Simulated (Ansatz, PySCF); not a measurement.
Lewis adduct: BH3 (SMILES B) (first 4 atoms) with CHN (SMILES C#N); geometry from B3LYP-D3(BJ)/def2-TZVP, rigid monomers moved along the line of their centres of mass till B1···N6 is 2.16 Å.
(charge 0, multiplicity 1):
```xyz
7

B     -0.097     0.048     0.770
H      0.666     0.927     0.451
H      0.204    -1.031     0.322
H     -1.256     0.333     0.591
C      0.233    -0.245     4.040
N      0.119    -0.143     2.909
H      0.339    -0.339     5.096
```

Monomers are frozen at their geometry in the pair; levels with a basis set take the counterpoise correction. Rows marked so take none.

Correlated levels freeze the cores. CBS(a, b) extrapolates the correlation energy as X⁻³ and adds the Hartree–Fock energy of set b. Rows in 6-31G* carry no dispersion term and start afresh at each structure (6-31G* with six Cartesian d functions).

The values were computed with Ansatz (a first-principles code); PySCF for 6-31G* rows, the dispersion terms. Values without a source in brackets are computed.

```
level                                  interaction energy (kJ/mol)
-------------------------------------  ---------------------------
HF/6-31G*                                                    -50.3
BP86/6-31G* (no counterpoise)                                -79.9
r2SCAN-D3(BJ)/def2-TZVPPD                                    -79.3
B3LYP/def2-TZVPPD                                            -67.9
PBE0-D4/def2-TZVPPD                                          -78.4
MP2/aug-cc-pVTZ                                              -74.4
CCSD/aug-cc-pVTZ                                             -67.3
CCSD(T)/aug-cc-pVDZ                                          -67.5
CCSD(T)/CBS(aug-cc-pVDZ, aug-cc-pVTZ)                          [?]
```

Task: Some entries are withheld; supply them.

Result: 
- CCSD(T)/CBS(aug-cc-pVDZ, aug-cc-pVTZ), interaction energy (kJ/mol): -71.8
